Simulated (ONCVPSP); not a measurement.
Pseudopotential generation for Rh (Z = 45): ONCV, PBEsol, scalar-relativistic.

The input file (ONCVPSP 4.0.1):

```
# ATOM AND REFERENCE CONFIGURATION
# atsym  z   nc   nv     iexc    psfile
  Rh 45.00    6    4  -116133      upf
#
#   n    l    f
    1    0    2.00
    2    0    2.00
    2    1    6.00
    3    0    2.00
    3    1    6.00
    3    2   10.00
    4    0    2.00
    4    1    6.00
    4    2    8.00
    5    0    1.00
#
# PSEUDOPOTENTIAL AND OPTIMIZATION
# lmax
    2
#
#   l,   rc,      ep,       ncon, nbas, qcut
    0    1.40    0.00    3    6    8.00
    1    1.05    0.00    4    8    8.10
    2    1.80    0.00    3    7    9.60
#
# LOCAL POTENTIAL
# lloc, lpopt,  rc(5),   dvloc0
    4    4    1.05   -1.00
#
# VANDERBILT-KLEINMAN-BYLANDER PROJECTORs
# l, nproj, debl
    0    3    1.10
    1    2    0.60
    2    3    0.70
#
# MODEL CORE CHARGE
# icmod, fcfact, rcfact
    3    4.00    1.20
#
# LOG DERIVATIVE ANALYSIS
# epsh1, epsh2, depsh
   -5.00    5.00    0.04
#
# OUTPUT GRID
# rlmax, drl
    6.00    0.01
#
# TEST CONFIGURATIONS
# ncnf
    4
# nvcnf
#   n    l    f
    4
    4    0    2.00
    4    1    6.00
    4    2    8.00
    5    0    0.00
#
    4
    4    0    2.00
    4    1    6.00
    4    2    7.00
    5    0    0.00
#
    4
    4    0    2.00
    4    1    6.00
    4    2    6.00
    5    0    0.00
#
    4
    4    0    2.00
    4    1    6.00
    4    2    8.50
    5    0    0.50
#
```

Command:

```bash
oncvpsp.x < Rh.dat > Rh.out
```

Output (shortened: citation, most of the input echo, consistency checks and plot data are left out):

```
ONCVPSP  (Optimized Norm-Conservinng Vanderbilt PSeudopotential)
scalar-relativistic version 4.0.1

#   n    l    f        energy (Ha)
    1    0    2.00    -8.4617045E+02
    2    0    2.00    -1.2268211E+02
    2    1    6.00    -1.0996866E+02
    3    0    2.00    -2.1913159E+01
    3    1    6.00    -1.7734384E+01
    3    2   10.00    -1.1047510E+01
    4    0    2.00    -3.0292811E+00
    4    1    6.00    -1.8514164E+00
    4    2    8.00    -2.1877864E-01
    5    0    1.00    -1.5897003E-01

Reference configufation results
  iterations    28
  all-electron total energy (Ha)   -4.78172702D+03

Begin loop to  construct optimized pseudo wave functions
and semi-local pseudopoentials for all angular momenta

   Wellstate for l =  0  n =  6
     eigenvalue =   0.9410
     asymptotic potential =   1.4410
     half-point radius =  4.1131

Calculating optimized projector #   1

 for l=   0

    Fraction of norm inside rc  0.892132
    Optimizing pswf for qcut=   8.01 a_B^-1,  ecut=  32.08 Ha
    Residual kinetic energy error=  1.99D-05 Ha

    Energy error per electron        Cutoff
         Ha          eV             Ha
         0.01000     0.27211       19.56
         0.00100     0.02721       24.88
         0.00010     0.00272       29.01
         0.00001     0.00027       52.43

Calculating optimized projector #   2

 for l=   0

    Fraction of norm inside rc  0.034880
    Optimizing pswf for qcut=   8.01 a_B^-1,  ecut=  32.08 Ha
    Residual kinetic energy error=  6.45D-06 Ha

    Energy error per electron        Cutoff
         Ha          eV             Ha
         0.01000     0.27211       14.22
         0.00100     0.02721       21.89
         0.00010     0.00272       27.05
         0.00001     0.00027       31.29

Calculating optimized projector #   3

 for l=   0

    Fraction of norm inside rc  0.045393
    Optimizing pswf for qcut=   8.01 a_B^-1,  ecut=  32.08 Ha
    Residual kinetic energy error=  1.55D-05 Ha

    Energy error per electron        Cutoff
         Ha          eV             Ha
         0.01000     0.27211       16.61
         0.00100     0.02721       23.72
         0.00010     0.00272       28.74
         0.00001     0.00027       34.00

WARNING wellstate: negative energy specified for n= 5 l=  1
WARNING scattering state with energy  0.25000000
WARNING will be used for the first projector

   Wellstate for l =  1  n =  5
     eigenvalue =   0.2500
     asymptotic potential =   0.7500
     half-point radius =  3.8613

Calculating optimized projector #   1

 for l=   1

    Fraction of norm inside rc  0.513698
    Optimizing pswf for qcut=   8.10 a_B^-1,  ecut=  32.77 Ha
    Residual kinetic energy error=  3.27D-03 Ha

    Energy error per electron        Cutoff
         Ha          eV             Ha
         0.01000     0.27211       26.98
         0.00100     0.02721       61.90
         0.00010     0.00272      171.67
         0.00001     0.00027      197.53

Calculating optimized projector #   2

 for l=   1

    Fraction of norm inside rc  0.050504
    Optimizing pswf for qcut=   8.10 a_B^-1,  ecut=  32.77 Ha
    Residual kinetic energy error=  6.10D-04 Ha

    Energy error per electron        Cutoff
         Ha          eV             Ha
         0.01000     0.27211       10.95
         0.00100     0.02721       30.31
         0.00010     0.00272       94.29
         0.00001     0.00027      234.54

   Wellstate for l =  2  n =  5
     eigenvalue =   0.4812
     asymptotic potential =   0.9812
     half-point radius =  4.9875

   Wellstate for l =  2  n =  6
     eigenvalue =   1.1812
     asymptotic potential =   1.6812
     half-point radius =  5.2309

Calculating optimized projector #   1

 for l=   2

    Fraction of norm inside rc  0.694150
    Optimizing pswf for qcut=   9.59 a_B^-1,  ecut=  45.98 Ha
    Residual kinetic energy error=  2.78D-09 Ha

    Energy error per electron        Cutoff
         Ha          eV             Ha
         0.01000     0.27211       20.11
         0.00100     0.02721       26.13
         0.00010     0.00272       31.26
         0.00001     0.00027       35.62

Calculating optimized projector #   2

 for l=   2

    Fraction of norm inside rc  0.109032
    Optimizing pswf for qcut=   9.59 a_B^-1,  ecut=  45.98 Ha
    Residual kinetic energy error=  1.49D-09 Ha

    Energy error per electron        Cutoff
         Ha          eV             Ha
         0.01000     0.27211       16.99
         0.00100     0.02721       23.61
         0.00010     0.00272       29.26
         0.00001     0.00027       34.18

Calculating optimized projector #   3

 for l=   2

    Fraction of norm inside rc  0.074982
    Optimizing pswf for qcut=   9.59 a_B^-1,  ecut=  45.98 Ha
    Residual kinetic energy error=  3.72D-09 Ha

    Energy error per electron        Cutoff
         Ha          eV             Ha
         0.01000     0.27211       17.61
         0.00100     0.02721       24.39
         0.00010     0.00272       30.09
         0.00001     0.00027       35.06

Construct Vanderbilt / Kleinmman-Bylander projectors

B matrix Hermiticity error, ll=   0
   1   2    3.0858E-04
   1   3   -4.8610E-04
   2   3    3.9122E-05

  Orthonormal projector coefficients  1.8408E+01  4.8561E+00  7.4668E-01

B matrix Hermiticity error, ll=   1
   1   2    2.6261E-04

  Orthonormal projector coefficients  1.0995E+01  3.4360E+00

B matrix Hermiticity error, ll=   2
   1   2    6.1432E-05
   1   3   -1.1329E-04
   2   3    2.8925E-05

  Orthonormal projector coefficients  5.6290E+00  1.1515E+00 -9.9050E-01

Model core correction analysis
  based on d2Exc/dn_idn_j

d2excae - all-electron derivatives

   -3.331077D-02   -2.976088D-02   -1.738602D-02   -1.667347D-03
   -2.976108D-02   -2.784628D-02   -1.823322D-02   -2.084079D-03
   -1.738630D-02   -1.823336D-02   -1.796250D-02   -8.847102D-03
   -1.667310D-03   -2.083853D-03   -8.843900D-03   -3.033759D-02

d2excps - pseudofunction derivatives with no core correction

   -4.092045D-02   -3.371825D-02   -1.891523D-02   -2.301106D-03
   -3.371904D-02   -3.122621D-02   -1.987037D-02   -2.370339D-03
   -1.891567D-02   -1.987056D-02   -1.878596D-02   -8.945859D-03
   -2.301223D-03   -2.370127D-03   -8.942658D-03   -3.038647D-02

rms 2nd derivative error    2.650035E-03

rmatch, rhocmatch    0.6620   18.8828

Teter function model core charge with specified parameters

d2excps - pseudofunction derivatives with core correction

   -3.343760D-02   -3.027888D-02   -1.777713D-02   -1.739634D-03
   -3.027898D-02   -2.914682D-02   -1.910544D-02   -2.123597D-03
   -1.777736D-02   -1.910560D-02   -1.849662D-02   -8.865508D-03
   -1.739595D-03   -2.123371D-03   -8.862306D-03   -3.034423D-02

rms 2nd derivative error    5.226781E-04

Pseudoatom total energy -110.385555

Diagnostic tests using Vanderbilt-Kleinman-Bylander pseudopotentials
  1 or more projectors used as specified by nproj input data

   l    rcore       rmatch      e in        delta e   norm test  slope test

   0   1.4066681   1.4493775  -3.0292811   0.0000204   1.0002022   1.0002096
   0   1.4066681   1.4493775  -0.1589700   0.0000058   1.0000637   1.0000542
   0   1.4066681   1.4493775   0.9410300   0.0000722   1.0004018   1.0004018

   1   1.0555737   1.0876232  -1.8514164  -0.0000341   1.0001705   1.0002359
   1   1.0555737   1.0876232   0.2500000   0.0000152   1.0004350   1.0004350

   2   1.8084513   1.8633598  -0.2187786   0.0000007   1.0000745   1.0000874
   2   1.8084513   1.8633598   0.4812214   0.0000385   1.0001703   1.0001703
   2   1.8084513   1.8633598   1.1812214   0.0000696   1.0002496   1.0002496

 Testing for bound ghosts
   n   l    E NL Schr. Eq   E Basis Diag.   E Cutoff

   1   0       -3.029261       -3.029279     95.85
   2   0       -0.158964       -0.013070     95.85

   2   1       -1.851451       -1.848749    270.76

   3   2       -0.218778       -0.216760    105.37

 Testing for highly-localized positive-energy ghosts
       l    <radius>/rc     E Basis Diag.   E Cutoff

       0        0.810685       18.126008     95.85  WARNING - GHOST(+)

Test configuration 0

   n   l     f        eae           eps        diff
   1   0  2.0000 -846.17045429
   2   0  2.0000 -122.68211064
   2   1  6.0000 -109.96865869
   3   0  2.0000  -21.91315943
   3   1  6.0000  -17.73438401
   3   2 10.0000  -11.04751000
   4   0  2.0000   -3.02928106   -3.02926064    2.04D-05
   4   1  6.0000   -1.85141641   -1.85145052   -3.41D-05
   4   2  8.0000   -0.21877864   -0.21877795    6.95D-07
   5   0  1.0000   -0.15897003   -0.15896418    5.85D-06

    Total energies and differences
      AE_ref= -4.78172702D+03  AE_tst= -4.78172702D+03  dif=  0.00D+00
      PS_ref= -1.10385555D+02  PS_tst= -1.10385555D+02  dif= -3.98D-13
      PSP excitation error=  3.98D-13

Test configuration 1

   n   l     f        eae           eps        diff
   1   0  2.0000 -846.45161245
   2   0  2.0000 -122.95905032
   2   1  6.0000 -110.24585141
   3   0  2.0000  -22.19150740
   3   1  6.0000  -18.01271949
   3   2 10.0000  -11.32548013
   4   0  2.0000   -3.31145919   -3.31194057   -4.81D-04
   4   1  6.0000   -2.13492264   -2.13514741   -2.25D-04
   4   2  8.0000   -0.49932133   -0.49932398   -2.65D-06

    Total energies and differences
      AE_ref= -4.78172702D+03  AE_tst= -4.78145278D+03  dif=  2.74D-01
      PS_ref= -1.10385555D+02  PS_tst= -1.10111266D+02  dif=  2.74D-01
      PSP excitation error= -5.43D-05

Test configuration 2

   n   l     f        eae           eps        diff
   1   0  2.0000 -846.94825661
   2   0  2.0000 -123.45987137
   2   1  6.0000 -110.74636260
   3   0  2.0000  -22.69005348
   3   1  6.0000  -18.51126333
   3   2 10.0000  -11.82450257
   4   0  2.0000   -3.79869385   -3.79893232   -2.38D-04
   4   1  6.0000   -2.61600467   -2.61610776   -1.03D-04
   4   2  7.0000   -0.94578934   -0.94576011    2.92D-05

    Total energies and differences
      AE_ref= -4.78172702D+03  AE_tst= -4.78073581D+03  dif=  9.91D-01
      PS_ref= -1.10385555D+02  PS_tst= -1.09394259D+02  dif=  9.91D-01
      PSP excitation error= -8.83D-05

Test configuration 3

   n   l     f        eae           eps        diff
   1   0  2.0000 -847.52548216
   2   0  2.0000 -124.04322160
   2   1  6.0000 -111.32935603
   3   0  2.0000  -23.26734875
   3   1  6.0000  -19.08854845
   3   2 10.0000  -12.40275555
   4   0  2.0000   -4.35255054   -4.35241657    1.34D-04
   4   1  6.0000   -3.16069344   -3.16039616    2.97D-04
   4   2  6.0000   -1.45137944   -1.45103329    3.46D-04

    Total energies and differences
      AE_ref= -4.78172702D+03  AE_tst= -4.77954171D+03  dif=  2.19D+00
      PS_ref= -1.10385555D+02  PS_tst= -1.08200220D+02  dif=  2.19D+00
      PSP excitation error= -3.37D-05

Test configuration 4

   n   l     f        eae           eps        diff
   1   0  2.0000 -846.11029423
   2   0  2.0000 -122.61859793
   2   1  6.0000 -109.90538708
   3   0  2.0000  -21.85031157
   3   1  6.0000  -17.67152825
   3   2 10.0000  -10.98440020
   4   0  2.0000   -2.96974377   -2.97009503   -3.51D-04
   4   1  6.0000   -1.79414072   -1.79429519   -1.54D-04
   4   2  8.5000   -0.17347130   -0.17345623    1.51D-05
   5   0  0.5000   -0.14051135   -0.14051184   -4.86D-07

    Total energies and differences
      AE_ref= -4.78172702D+03  AE_tst= -4.78175011D+03  dif= -2.31D-02
      PS_ref= -1.10385555D+02  PS_tst= -1.10408617D+02  dif= -2.31D-02
      PSP excitation error= -3.21D-05
```

The run took about 7 s on one core of a shared server CPU.
